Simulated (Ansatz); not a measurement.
C5H6, SMILES `C=C1[C@H]2C[C@@H]12` (charge 0, multiplicity 1).

Method: LC-ωPBE/cc-pVTZ // B3LYP-D3(BJ)/def2-TZVP in Ansatz (a quantum-chemistry and plane-wave program).

Ansatz 0.2 input:
```yaml
crystal:
  periodic: [false, false, false]
  atoms:
    - { symbol: C, position_ang: [1.903046, -0.571616, -0.136382] }
    - { symbol: C, position_ang: [0.666381, -0.161062, 0.08657] }
    - { symbol: C, position_ang: [-0.365636, 0.805197, -0.227803] }
    - { symbol: C, position_ang: [-1.574089, -0.046076, 0.009596] }
    - { symbol: C, position_ang: [-0.456111, -0.134845, 1.001377] }
    - { symbol: H, position_ang: [2.369292, -1.306747, 0.504999] }
    - { symbol: H, position_ang: [2.477532, -0.182145, -0.965507] }
    - { symbol: H, position_ang: [-0.310013, 1.881937, -0.241918] }
    - { symbol: H, position_ang: [-1.763088, -0.888939, -0.648913] }
    - { symbol: H, position_ang: [-2.468908, 0.471922, 0.339882] }
    - { symbol: H, position_ang: [-0.478401, 0.132377, 2.04577] }
basis:
  gaussian: { orbitals: cc-pVTZ }
hamiltonian:
  xc: lc_wpbe
```

Output:

```
Functional definition: LC-wPBE
1180 factors; their error is unknown
386 factors; integrals over basis functions are off by at most 2.0e-5 eV
mean field evaluation 1: about -5274.4803 eV, gradient 3.8e1 eV
mean field evaluation 2: about -5276.7362 eV, gradient 2.2e1 eV
mean field evaluation 4: about -5277.8377 eV, gradient 1.4e0 eV
mean field evaluation 8: about -5277.8253 eV, gradient 3.6e-1 eV
mean field evaluation 16: about -5277.8255 eV, gradient 1.7e-5 eV
mean field -5277.82551337 eV, -193.9565101777 hartree, gradient 1.7e-5 eV, S^2 0.000000; 0 other end points of the search recorded, 0 dependent functions left out
reference -5277.82551337 eV, -193.9565101779 hartree; 18, 18 occupied and 216, 216 virtual orbitals, 1180 factors
Total energy: -5277.82551337 eV, -193.9565101779 hartree
```
